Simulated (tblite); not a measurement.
Start geometry of `N#C[SiH2]C[SiH2]` [radical] from a force field or distance geometry (Å):
```
atom  x, y, z in Å
N1     3.1293   -0.0749    0.9002
C2     2.1331   -0.2064    0.2753
Si3    0.6389   -0.4480   -0.6853
C4    -0.5348    0.9706   -0.2196
Si5   -1.7288    0.1569    1.0185
H6    -0.0315   -1.7186   -0.4322
H7     1.0059   -0.3694   -2.0904
H8     0.0620    1.7372    0.3463
H9    -1.0547    1.3818   -1.0865
H10   -0.9429   -0.8151    1.7903
H11   -2.6710   -0.6114    0.1575
```

**Question.** What comes out of this run: GFN2-xTB geometry optimisation, gas phase (tblite 0.8.0)?

**Answer.** 
```
atom  x, y, z in Å
N1     2.5939   -0.7212    1.3356
C2     1.8930   -0.5611    0.4431
Si3    0.7392   -0.2924   -0.9993
C4    -0.6530    0.8393   -0.3640
Si5   -1.6215    0.1681    1.1314
H6     0.2326   -1.6121   -1.3838
H7     1.5460    0.3163   -2.0606
H8    -0.2263    1.8089   -0.1009
H9    -1.3414    1.0261   -1.1898
H10   -0.8223    0.0961    2.3454
H11   -2.3347   -1.0654    0.8169
```

The energy falls by 10.8 kcal/mol over 114 L-BFGS steps, the largest force on an atom goes from 5.90 to 0.009 eV/Å, and the atoms move by 0.704 Å rms after alignment. The bond that changes most is C2–Si3 (ends: carbon bonded to N and Si; silicon bonded to 2 C and 2 H), which lengthens by 0.074 Å. Bonds longer at the end by more than 0.005 Å: 3 of 10; shorter: 4. Among the angles that change most is Si3–C4–Si5, from 103.2° to 115.1°. Among the dihedrals that turn most is H7–Si3–C4–H8, from -104° to -52°. Rotational constants go from 6211, 1575, 1420 to 4397, 1889, 1430 MHz. The orientation of the end geometry is arbitrary; only internal coordinates are fixed.

On Arm Neoverse V2, one thread, on a shared host, this took 0.46 s wall.

Its GFN2-xTB frequencies are all real (lowest 44 cm⁻¹).

One conformer stands for the species.

These are computed values.
